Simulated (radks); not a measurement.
The numbers below are computed, except where a source is named.
Question: These are the eigenvalues of the occupied orbitals of an atom or ion with whole-number occupations (eV). Code: a radial shooting solver on a logarithmic mesh with Libxc functionals. Model: Dirac Kohn-Sham, relativistic LDA (MacDonald-Vosko exchange, VWN5 correlation), spin-unpolarised, spherical densities, finite nucleus; Fermi nuclear charge, rms radius of each element as measured or else 0.836 A^(1/3) + 0.57 fm.

1s1/2: -32935.91
2s1/2: -7801.161
2p1/2: -7665.325

Which element is it, and in what charge state? The configuration may be excited. Open shells, if any, fill j = l - 1/2 first.

Answer: Z = 50, tin, charge +45: Sn45+ in [He] 2s2 2p1. The list shows which subshells hold electrons but not how many an open one holds; the 1s level, -1210.4 hartree, gives Z - s = 49.2 by -(Z - s)^2/2, which with screening and relativity narrows Z to a few neighbours, and the depths of the outer levels then fix element, charge and occupations together.
